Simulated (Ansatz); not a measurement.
Two isomers of C3H7BFN: A = `BN/C(C)=C\F`, B = `BC(CF)N=C`.

Gas-phase electronic energies from Ansatz, PBE0-D4/def2-TZVP geometries. CBS: MP2 limit from def2 TZ/QZ plus the TZ coupled-cluster correction, frozen cores. DFT in def2-TZVPP. B3LYP here is the variant with VWN-RPA as its local correlation; programs differ in this. Each species was taken in one conformer, which may not be the lowest.

A:

```xyz
13

B    -0.828   -1.292    1.330
N     0.303   -0.705    0.763
C     0.383    0.252   -0.249
C    -0.876    0.764   -0.854
C     1.566    0.698   -0.663
F     2.707    0.236   -0.116
H    -0.657   -2.099    2.195
H    -1.919   -0.989    0.955
H     1.213   -0.984    1.103
H    -1.512    1.232   -0.098
H    -0.650    1.501   -1.624
H    -1.452   -0.048   -1.305
H     1.723    1.434   -1.437
```

B:

Z-matrix (Å, degrees):
```
C
C 1 1.517
B 1 1.568 2 109.9
N 1 1.440 2 111.1 3 128.0
H 1 1.115 2 106.1 3 -110.3
F 2 1.386 1 110.3 3 -48.5
H 2 1.093 1 111.3 3 -167.6
H 2 1.093 1 110.1 3 70.2
H 3 1.193 1 121.8 2 134.6
H 3 1.196 1 117.7 2 -49.4
C 4 1.257 1 118.7 2 132.0
H 11 1.100 4 123.3 1 -0.8
H 11 1.089 4 119.4 1 179.1
```

**Question.** Which isomer does CCSD(T)/CBS put lower? Give the gap. (Best estimate.)

**Answer.** The calculation gave: A, by 194.6 kJ/mol.

**Question.** Give E(B) − E(A) in kJ/mol with CCSD/def2-TZVPP, B3LYP, PBE-D4, B3LYP-D4, HF/def2-TZVPP, B2PLYP, CCSD(T)/def2-TZVPP. (Estimate.)

**Answer.** Computed: CCSD/def2-TZVPP 188.0, B3LYP 200.0, PBE-D4 206.2, B3LYP-D4 200.4, HF/def2-TZVPP 177.8, B2PLYP 197.0, CCSD(T)/def2-TZVPP 190.3. None reverses the order clearly.

Largest T1 diagnostic: 0.013.

In def2-TZVPP, CCSD(T) changes the Hartree–Fock value by +12.5 kJ/mol (the triples alone add +2.4 kJ/mol) and MP2 by +17.7 kJ/mol.
